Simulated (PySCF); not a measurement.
## From computed data to an observable: oscillator strength and radiative lifetime

C3H10MgSeSi, SMILES C[Si](C)(C)[Mg][SeH].

Geometry optimised at PBE0-D3(BJ)/def2-SVP. One conformer was computed; it need not be the lowest.

TDA-CAM-B3LYP/def2-SVPD (PySCF 2.14.0) puts the first singlet state with f over 0.02 at 4.54 eV (vertical), with the transition dipole (-0.116, 0.006, -0.752) in atomic units.

Task: Find the oscillator strength, the wavelength and the radiative lifetime that this transition would have in vacuum if emission retraced absorption.

Result: 
|μ|² = 0.5790 au, so |μ| = 1.93 D. ΔE = 4.54/27.211 = 0.1668 hartree. f = (2/3) ΔE |μ|² = 0.064 (the program prints 0.064).
λ = 1239.84/4.54 = 273 nm; ν = 36618 cm⁻¹.
Einstein's coefficient A = 0.6670 ν² f s⁻¹ (ν in cm⁻¹) = 5.8e7 s⁻¹, so τ = 1/A = 17 ns. This state is S1. The figure is the radiative limit of this one transition; relaxation, internal conversion, crossing to triplets and a medium change what is measured.
